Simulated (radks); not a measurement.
Species: the neodymium ion Nd2+. Configuration: [Kr] 4d10 4f4 5s2 5p5 6s1 (not the ground configuration). Calculated with a radial shooting solver on a logarithmic mesh with Libxc functionals: Dirac Kohn-Sham, BLYP, spin-unpolarised, spherical densities, finite nucleus; open shells are shared between the two j in proportion to 2j + 1; Fermi nuclear charge, rms radius 4.9123 fm.

Radial electron density D(r) = 4 pi r^2 rho(r):

r (bohr)  D(r) (e/bohr)
0.001315          5.055
0.001782          8.257
0.002415          13.22
0.003247          20.37
0.0044            30.64
0.005964          43.89
0.008018          58.51
0.01087           72.28
0.01473           80.26
0.0198            79.41
0.02683           72.94
0.03637           72.40
0.04889           86.13
0.06627           102.8
0.08981           97.59
0.1207            79.32
0.1636            82.87
0.2218            89.09
0.2982            58.27
0.4041            34.51
0.5433            40.61
0.7363            31.50
0.9979            15.03
1.342             9.115
1.818             5.119
2.464             1.767
3.313            0.6204
4.49             0.2209
6.086           0.03466
8.182          0.001590

D(r) has 4 maxima, at r = 0.0165, 0.0729, 0.205, 0.570 bohr, and minima at 0.0320, 0.135, 0.411 bohr, inside which lie 2.02, 11.21, 29.09 electrons.
